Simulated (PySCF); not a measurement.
Species: C₅H₃NS.
Atom-mapped SMILES: `[CH:1]#[C:2][c:3]1[cH:4][n:5][cH:6][s:7]1`

Definitions: NICS(0) = −σiso at the ring centroid; NICS(1) = −σiso and NICS(1)zz = −σzz at ±1 Å along the ring normal z. Level: GIAO PBE0/pcSseg-1 (PySCF, non-relativistic, gas phase) on the GFN2-xTB geometry, one conformer.

Ring bond lengths (Å), with Mayer bond orders in brackets: C3–C4 1.372 (1.51), C4–N5 1.347 (1.32), N5–C6 1.282 (1.66), C6–S7 1.737 (1.14), S7–C3 1.741 (1.18).

Question: What do the NICS probes read (ppm)?

Answer: 
```tsv
ring	type	NICS(0)	NICS(1), two faces	NICS(1)zz, two faces	rms pucker (Å)	centre to ring atoms, mean (Å)
C3–C4–N5–C6–S7	5-membered ring with N and S; formal bonds all aromatic	-12.6	-11.7 / -11.7	-27.0 / -27.0	0.00	1.26
```

Question: What do they say, and how far can they be read as aromaticity?

Answer: 
- C3–C4–N5–C6–S7: mean NICS(1)zz -27.0 ppm, shielded. The ring is flat and has no four-coordinate atom; by the NICS criterion it is aromatic.

Question: What does the geometric index give? HOMA takes Krygowski's 1993 parameters.

Answer: 
- C3–C4–N5–C6–S7: HOMA 0.79; the largest term is that of S7–C3, α(R − Ropt)² = 0.39. The geometric and the magnetic index point the same way.

Question: At the second NICS(1) probe listed for ring C3–C4–N5–C6–S7, 1 Å off the ring, how large is the induced field along the normal in 11.7 T applied along it?

Answer: NICSzz × B0 = -27.0 ppm × 11.7 T = -316 μT, against the applied field.

Question: Give the inner angles of the rings and the Hirshfeld charges of the ring atoms.

Answer: 
- C3–C4–N5–C6–S7: C3 109.4° (-0.030 e), C4 115.4° (-0.005 e), N5 111.9° (-0.169 e), C6 115.5° (+0.002 e), S7 87.9° (+0.124 e); sum 540.0° against 540° for a flat convex ring.

Question: What are the shieldings of the ring atoms and their hydrogens in the same run (means over atoms taken as equivalent)?

Answer: 
```csv
atoms,environment,σ isotropic (ppm)
C3,substituted aromatic carbon,58.9
C4,aromatic CH next to a ring nitrogen,33.3
N5,pyridine-type nitrogen,-93.4
C6,aromatic CH next to a ring nitrogen,29.2
S7,thiophene-type sulfur,184.6
H on C4,aromatic hydrogen,23.54
H on C6,aromatic hydrogen,23.46
```
